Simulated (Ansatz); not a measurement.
A series at Si: from `C=C[SiH3]`, ligands are replaced one by one, each step taking up HCl and setting free H₂; n counts the steps. Ansatz, PBE0-D4/def2-TZVP geometries. Each molecule was computed in one conformer, which needn't be the lowest.

```csv
n,molecule,"HOMO energy, ωB97M-V/def2-TZVPP (eV)"
0,`C=C[SiH3]`,-10.25
1,`C=C[SiH2]Cl`,-10.61
2,`C=C[SiH](Cl)Cl`,-10.77
3,`C=C[Si](Cl)(Cl)Cl`,?
```

By hand: fit a straight line y = ȳ + b (n − n̄) to the 3 given rows and predict n = 3.

n̄ = 1.000, ȳ = -10.543; Σ(n − n̄)(y − ȳ) = -0.520, Σ(n − n̄)² = 2.000, so b = -0.260 eV a step. Prediction: -10.543 + (-0.260) × (2.000) = -11.06 eV.

By hand: compare with the computed value, -10.86 eV, and give the steps along the whole series.

The line misses by 0.20 eV (computed minus predicted). Steps: -0.36, -0.16, -0.09 eV.

The steps shrink at each stage, from -0.36 to -0.09 eV, so the series is curved and an end member is harder to predict than an inner one. The highest orbital can change its character along such a series. The miss is 32.8 % of the series' range.
